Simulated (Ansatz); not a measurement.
Isolated molecules relaxed with PBE0-D4/def2-TZVP in Ansatz; ΔE leaves out vibrations. CCSD(T)/CBS is the MP2 limit (def2-TZVPP, def2-QZVPP) plus CCSD(T) − MP2 in def2-TZVPP, frozen cores. For As outer-core shells are correlated without core-valence functions, which leaves a few kJ/mol of doubt a bond. Scalar relativity is left out up to krypton. Each species was taken in one conformer, which may not be the lowest.

Reaction (redistribution): `OC([SiH3])[AsH2]` + `C[SiH](O)[SiH3]` → `C[SiH]([SiH3])[AsH2]` + `OC(O)[SiH3]`

```json
{"species": "`OC([SiH3])[AsH2]`", "MP2/CBS(def2) energy (Eh)": "-2641.41457"}
{"species": "`C[SiH](O)[SiH3]`", "MP2/CBS(def2) energy (Eh)": "-696.16717"}
{"species": "`C[SiH]([SiH3])[AsH2]`", "MP2/CBS(def2) energy (Eh)": "-2856.54935"}
{"species": "`OC(O)[SiH3]`", "MP2/CBS(def2) energy (Eh)": "-481.00047"}
```

Problem. Work out ΔE.

Solution. ΔE = (-2856.54935) + (-481.00047) − (-2641.41457) − (-696.16717) = 0.03192 Eh = +0.87 eV. CCSD(T)/CBS gives +0.80 eV.

Largest T1 diagnostic among the species: 0.012.

From PBE to PBE0 (25 % exact exchange), in def2-TZVPP and without D4, ΔE moves by +0.04 eV.
